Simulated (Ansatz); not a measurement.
HO2 (SMILES [O]O) moved off its minimum; all values from Ansatz (a first-principles code), cores frozen in correlated methods. Open shells are unrestricted.
(charge 0, multiplicity 2)
```xyz
3

O     -0.4499     0.3382    -0.2124
O      0.5759    -0.2959    -0.1887
H     -1.0253    -0.1999    -0.1331
```

Forces at wB97M-V/def2-TZVPP (eV/Å):

| atom | Fx | Fy | Fz |
|---|---|---|---|
| O1 | 5.599 | 14.805 | -1.764 |
| O2 | 7.108 | -3.864 | 0.109 |
| H3 | -12.707 | -10.940 | 1.654 |

Question: Give the forces (eV/Å), the total energy and the dipole at CCSD(T)/aug-cc-pVTZ.

Answer: 
| atom | Fx | Fy | Fz |
|---|---|---|---|
| O1 | 5.179 | 15.208 | -1.788 |
| O2 | 7.575 | -4.178 | 0.123 |
| H3 | -12.754 | -11.030 | 1.665 |
Energy -150.6634 hartree, dipole 2.10 D.
